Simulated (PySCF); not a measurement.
CH₃F₃OSi.

```xyz
9

O     -2.2716     0.3486    -0.0307
C     -1.3381    -0.7069     0.1441
Si     0.4078    -0.0729    -0.0235
F      0.8188     0.2844    -1.5334
F      1.5024    -1.1077     0.5388
F      0.5243     1.2858     0.8367
H     -2.1203     1.0066     0.6617
H     -1.4592    -1.2402     1.1097
H     -1.5373    -1.4552    -0.6407
```
Charge 0, spin multiplicity 1.

Geometry optimised at B3LYP-D3(BJ)/def2-SVP. Other conformers were not sampled.

Level of theory: PBE0/pcSseg-1 in PySCF. Non-relativistic, no solvent.

Computed absolute GIAO shielding of each atom: isotropic value and principal components (ppm):
```csv
atom,σ(iso),σ11,σ22,σ33,span
O1,344.5,301.3,311.6,420.7,119.3
C2,135.2,104.4,117.8,183.3,78.9
Si3,407.9,367.9,414.3,441.5,73.7
F4,322.0,268.7,288.8,408.5,139.8
F5,319.3,263.4,293.1,401.6,138.2
F6,325.5,259.4,312.2,404.9,145.5
H7,31.5,21.7,29.7,43.2,21.5
H8,27.6,23.1,27.1,32.8,9.7
H9,27.6,24.0,26.9,32.0,8.0
```
